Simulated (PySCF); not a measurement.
H3OSi, SMILES [SiH2]=[OH+], charge +1.

Geometry optimised at B3LYP-D3(BJ)/def2-TZVP. The isomer is the one that the SMILES or the coordinates give; other isomers of the formula were not compared.

Calculation: ωB97X/def2-TZVPD in PySCF.

Isolated molecule, no solvent.

```yaml
total_energy: -366.25285 hartree
point_group: Cs
highest_occupied_level: -19.21 eV
lowest_empty_level: -6.59 eV
orbital_gap: 12.62 eV
dipole_moment_about_the_centre_of_nuclear_charge: 2.03 D
mean_static_polarisability: 23.3 bohr³ (3.45 Å³)
polarisability_principal_values: 18.9, 24.3, 26.6 bohr³
```
